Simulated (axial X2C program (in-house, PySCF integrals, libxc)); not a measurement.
**Testing model relations on NiC**

A bond curve at the PBE0 level, two-component, was computed with an in-house all-electron X2C program for linear molecules (integrals from PySCF) (basis Ni dyall-cv3z [9s9p6d3f2g], C dyall-v3z [7s6p2d1f] (cores contracted in-house)) for the state Ω = 0 (closed shell). Its fit gives Re = 1.5834 Å, ωe = 984.3 cm⁻¹, ωexe = 4.58 cm⁻¹ and αe = 4.583e-03 cm⁻¹; the masses are 57.9353 and 12.0000 u. Two-component means X2C with spin–orbit coupling and atomic mean-field Coulomb and Gaunt terms.

Find the reduced mass, Be and the force constant.

From the PBE0 values: μ = 9.9410 u. Be = 16.8576/(μ Re²) = 0.6764 cm⁻¹. k = 5.8918×10⁻⁷ μ ωe² = 5.67 mdyn/Å.

The dipole moment p changes by 3.33 D/Å at Re. What harmonic infrared intensity follows?

I = 42.256 × (dp/dR)²/μ = 47 km/mol.

Where do the fundamental and the first overtone lie?

ν(1←0) = ωe − 2ωexe = 975.1 cm⁻¹; ν(2←0) = 2ωe − 6ωexe = 1941.1 cm⁻¹.

Give B0, the J = 1←0 line in GHz and the most populated J at 300 K (kT = 208.5 cm⁻¹).

B0 = Be − αe/2 = 0.6741 cm⁻¹; 2B0 = 40.42 GHz; J(max) ≈ √(kT/2B0) − 1/2 = 11.9, so J = 12.

Estimate the centrifugal constant by the Kratzer relation.

D = 4Be³/ωe² = 1.28e-06 cm⁻¹.

The state is a single determinant with fixed occupations, the lowest that a limited PBE0 search found. Other states lie close and PBE0, whose exact exchange favours high spin, may order them wrongly; the determinant shown need not be the ground state. The nearest other 2c determinant of the search, Ω = 2, lies 0.25 eV up at the distance of the search.
